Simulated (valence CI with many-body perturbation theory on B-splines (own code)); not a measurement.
# Tl LXXV: E2, E3, M1, M2 decay

Level of theory: valence CI with perturbative core correlation (CI+MBPT): five valence electrons over a frozen Dirac-Fock core [He], radial functions for each j: 9 s, 9 p, 8 d, 6 f, 3 g, 1 h, with the one-electron correlation potential Σ1, the two-electron term Σ2, the three-electron term Σ3, Breit, model QED; selected CI, second order for the rest (own B-spline code, finite nucleus).

The last digits are not significant, and no measured levels were compared; by estimate large intervals hold to a few tenths of a per cent, small ones and those within an open d or f shell to about a per cent. Among the levels kept, up to 1200 cm⁻¹ of a level comes from second order outside the variational space, and about a tenth of that is noise between levels of different J, which matters for small intervals.

Lines 1 to 50 of 63 in falling wavelength, among levels below 1037.7 Ry, chosen from the decays that carry over 1 % of a level's rate. Wavelengths and rates use the calculated energies. Electric multipoles are in the length gauge, E1 and E2 with the static RPA response of the core. Weak lines are less certain than strong ones. Lines between different terms over intervals too small for the method are left out, as are lines whose strength nearly cancels. The highest levels of a list are the least certain.

Levels are named by their leading jj configuration (3d3/2^4 stands for four electrons in 3d with j = 3/2), which in mixed levels can hold well under half, so a name can repeat and another be missing. Letters in brackets count levels of one name in rising energy.

```tsv
λ vac (Å)	Upper	Lower	Type	A (s⁻¹)	Branch %
5.834	(2s^2 2p1/2 2p3/2^2) J=3/2	(2s^2 2p1/2^2 2p3/2) J=3/2	M1	8.71e+10	99.7
5.818	(2s^2 2p3/2^3) J=3/2	(2s^2 2p1/2 2p3/2^2) J=1/2	M1	2.17e+10	7.5
5.782	(2s^2 2p1/2 2p3/2 3p1/2) J=1/2	(2s^2 2p1/2^2 3p1/2) J=1/2	M1	5.94e+10	1.9
5.771	(2s^2 2p1/2 2p3/2^2) J=5/2	(2s^2 2p1/2^2 2p3/2) J=3/2	M1	1.44e+10	94.8
5.771	(2s^2 2p1/2 2p3/2^2) J=5/2	(2s^2 2p1/2^2 2p3/2) J=3/2	E2	7.95e+08	5.2
5.766	(2s^2 2p1/2 2p3/2 3p1/2) J=3/2 [a]	(2s^2 2p1/2^2 3p1/2) J=1/2	M1	4.41e+10	1.2
5.654	(2s^2 2p3/2^3) J=3/2	(2s^2 2p1/2 2p3/2^2) J=5/2	M1	2.35e+10	8.1
5.610	(2s^2 2p1/2 2p3/2^2) J=1/2	(2s^2 2p1/2^2 2p3/2) J=3/2	M1	4.69e+10	98.6
5.610	(2s^2 2p1/2 2p3/2^2) J=1/2	(2s^2 2p1/2^2 2p3/2) J=3/2	E2	6.57e+08	1.4
5.596	(2s^2 2p3/2^3) J=3/2	(2s^2 2p1/2 2p3/2^2) J=3/2	M1	9.34e+10	32.1
1.169	(2s^2 2p1/2 2p3/2 3p1/2) J=1/2	(2s^2 2p1/2 2p3/2^2) J=1/2	M1	4.70e+10	1.5
1.168	(2s^2 2p1/2 2p3/2 3p1/2) J=3/2 [a]	(2s^2 2p1/2 2p3/2^2) J=1/2	E2	4.66e+11	12.4
1.167	(2s^2 2p1/2 2p3/2 3p1/2) J=5/2	(2s^2 2p1/2 2p3/2^2) J=1/2	E2	9.27e+11	19.3
1.162	(2s^2 2p1/2 2p3/2 3p1/2) J=1/2	(2s^2 2p1/2 2p3/2^2) J=5/2	E2	9.83e+11	31.0
1.162	(2s^2 2p1/2^2 3p1/2) J=1/2	(2s^2 2p1/2^2 2p3/2) J=3/2	E2	4.79e+12	94.7
1.162	(2s^2 2p1/2^2 3p1/2) J=1/2	(2s^2 2p1/2^2 2p3/2) J=3/2	M1	1.43e+11	2.8
1.161	(2s^2 2p1/2 2p3/2 3p1/2) J=3/2 [a]	(2s^2 2p1/2 2p3/2^2) J=5/2	M1	8.65e+10	2.3
1.161	(2s^2 2p1/2 2p3/2 3p1/2) J=3/2 [a]	(2s^2 2p1/2 2p3/2^2) J=5/2	E2	4.45e+10	1.2
1.161	(2s^2 2p1/2 2p3/2 3p1/2) J=3/2 [b]	(2s^2 2p1/2 2p3/2^2) J=1/2	E2	4.55e+11	6.3
1.160	(2s^2 2p1/2 2p3/2 3p1/2) J=5/2	(2s^2 2p1/2 2p3/2^2) J=5/2	E2	2.71e+12	56.4
1.160	(2s^2 2p1/2 2p3/2 3p1/2) J=5/2	(2s^2 2p1/2 2p3/2^2) J=5/2	M1	6.84e+10	1.4
1.159	(2s^2 2p1/2 2p3/2 3p1/2) J=1/2	(2s^2 2p1/2 2p3/2^2) J=3/2	E2	1.48e+12	46.6
1.159	(2s^2 2p1/2 2p3/2 3p1/2) J=1/2	(2s^2 2p1/2 2p3/2^2) J=3/2	M1	1.22e+11	3.9
1.159	(2s^2 2p1/2 2p3/2 3p1/2) J=3/2 [a]	(2s^2 2p1/2 2p3/2^2) J=3/2	E2	2.88e+12	76.5
1.157	(2s^2 2p1/2 2p3/2 3p1/2) J=5/2	(2s^2 2p1/2 2p3/2^2) J=3/2	E2	6.77e+11	14.1
1.154	(2s^2 2p1/2 2p3/2 3p1/2) J=3/2 [b]	(2s^2 2p1/2 2p3/2^2) J=5/2	E2	2.66e+12	36.8
1.152	(2s^2 2p1/2 2p3/2 3p1/2) J=3/2 [b]	(2s^2 2p1/2 2p3/2^2) J=3/2	E2	2.25e+11	3.1
1.099	(2s^2 2p1/2 2p3/2 3p3/2) J=3/2 [b]	(2s^2 2p1/2 2p3/2^2) J=1/2	E2	8.95e+11	14.2
1.099	(2s 2p1/2^2 2p3/2 3p3/2) J=7/2	(2s 2p1/2^2 2p3/2^2) J=5/2	E2	1.62e+12	4.8
1.098	(2s^2 2p1/2 2p3/2 3p3/2) J=5/2 [b]	(2s^2 2p1/2 2p3/2^2) J=1/2	E2	9.62e+11	12.2
1.098	(2s 2p1/2^2 2p3/2 3p3/2) J=1/2 [b]	(2s 2p1/2^2 2p3/2^2) J=3/2	E2	2.92e+12	5.0
1.097	(2s^2 2p1/2 2p3/2 3p3/2) J=5/2 [a]	(2s^2 2p1/2 2p3/2^2) J=5/2	E2	3.80e+11	5.2
1.096	(2s^2 2p1/2 2p3/2 3p3/2) J=1/2 [a]	(2s^2 2p1/2 2p3/2^2) J=5/2	E2	4.16e+11	4.4
1.096	(2s^2 2p1/2 2p3/2 3p3/2) J=3/2 [a]	(2s^2 2p1/2 2p3/2^2) J=5/2	E2	1.21e+12	14.4
1.095	(2s^2 2p1/2^2 3p3/2) J=3/2	(2s^2 2p1/2^2 2p3/2) J=3/2	E2	2.41e+12	37.3
1.095	(2s^2 2p1/2 2p3/2 3p3/2) J=7/2	(2s^2 2p1/2 2p3/2^2) J=5/2	E2	1.71e+12	21.5
1.095	(2s^2 2p1/2 2p3/2 3p3/2) J=5/2 [a]	(2s^2 2p1/2 2p3/2^2) J=3/2	E2	1.50e+12	20.7
1.094	(2s^2 2p1/2 2p3/2 3p3/2) J=1/2 [a]	(2s^2 2p1/2 2p3/2^2) J=3/2	E2	1.57e+12	16.7
1.094	(2s^2 2p1/2 2p3/2 3p3/2) J=3/2 [a]	(2s^2 2p1/2 2p3/2^2) J=3/2	E2	5.47e+11	6.5
1.093	(2s^2 2p1/2 2p3/2 3p3/2) J=7/2	(2s^2 2p1/2 2p3/2^2) J=3/2	E2	1.94e+11	2.4
1.093	(2s^2 2p1/2 2p3/2 3p3/2) J=3/2 [b]	(2s^2 2p1/2 2p3/2^2) J=5/2	E2	1.26e+11	2.0
1.090	(2s^2 2p1/2 2p3/2 3p3/2) J=1/2 [b]	(2s^2 2p1/2 2p3/2^2) J=5/2	E2	3.30e+12	27.6
1.087	(2s^2 2p1/2 2p3/2 3p3/2) J=1/2 [b]	(2s^2 2p1/2 2p3/2^2) J=3/2	E2	1.56e+12	13.0
1.086	(2s 2p1/2^2 2p3/2 3p3/2) J=1/2 [b]	(2s 2p1/2^2 2p3/2^2) J=5/2	E2	8.77e+11	1.5
1.074	(2s 2p1/2^2 2p3/2 3d5/2) J=9/2	(2s 2p1/2^2 2p3/2^2) J=5/2	M2	1.57e+11	47.5
1.074	(2s 2p1/2^2 2p3/2 3d5/2) J=9/2	(2s 2p1/2^2 2p3/2^2) J=5/2	E3	9.93e+09	3.0
1.070	(2s^2 2p1/2 2p3/2 3d5/2) J=9/2	(2s^2 2p1/2 2p3/2^2) J=5/2	M2	1.56e+11	46.4
1.070	(2s^2 2p1/2 2p3/2 3d5/2) J=9/2	(2s^2 2p1/2 2p3/2^2) J=5/2	E3	1.02e+10	3.0
0.9217	(2s^2 2p1/2 2p3/2 3p3/2) J=5/2 [a]	(2s^2 2p1/2^2 2p3/2) J=3/2	E2	5.59e+11	7.7
0.9214	(2s^2 2p1/2 2p3/2 3p3/2) J=1/2 [a]	(2s^2 2p1/2^2 2p3/2) J=3/2	E2	1.17e+12	12.5
```
